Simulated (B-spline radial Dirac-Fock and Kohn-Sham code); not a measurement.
These are calculated numbers from a B-spline atomic structure program; the model is relativistic Hartree-Fock (Dirac-Fock) wave functions, averaged over the configuration.

Question: This computed X-ray form factor belongs to an atom or ion in its tabulated ground configuration. Which?

| sin θ/λ (Å⁻¹) | f₀ |
| --- | --- |
| 0.15 | 45.936 |
| 0.25 | 40.160 |
| 0.45 | 30.664 |
| 1 | 17.597 |
| 1.1 | 16.443 |
| 1.4 | 13.432 |
| 1.8 | 9.937 |
| 3.5 | 4.566 |
| 6 | 2.149 |

Answer: Xe³⁺, with 51 electrons in [Kr] 4d10 5s2 5p3. f₀ tends to the number of electrons as s goes to zero, which the first rows give only roughly, and the rate of fall reflects the nuclear charge, 54.

Question: This computed X-ray form factor belongs to an atom or ion in its tabulated ground configuration. Which?

| sin θ/λ (Å⁻¹) | f₀ |
| --- | --- |
| 0.2 | 51.025 |
| 0.6 | 33.229 |
| 0.7 | 29.513 |
| 0.9 | 23.792 |
| 1.1 | 19.997 |
| 2 | 12.147 |
| 3 | 6.981 |
| 3.5 | 5.723 |
| 5 | 4.054 |

Answer: Dy¹¹⁺, with 55 electrons in [Kr] 4d10 4f7 5s2. f₀ tends to the number of electrons as s goes to zero, which the first rows give only roughly, and the rate of fall reflects the nuclear charge, 66.

Question: This computed X-ray form factor belongs to an atom or ion in its tabulated ground configuration. Which?

```
sin θ/λ (Å⁻¹)     f₀
          0.2  8.883
          0.3  8.740
         0.35  8.649
          0.4  8.545
          1.2  5.858
          1.4  5.117
          2.5  2.348
            5  1.081
            6  0.899
```

Answer: Ni¹⁹⁺, with 9 electrons in [He] 2s2 2p5. f₀ tends to the number of electrons as s goes to zero, which the first rows give only roughly, and the rate of fall reflects the nuclear charge, 28.
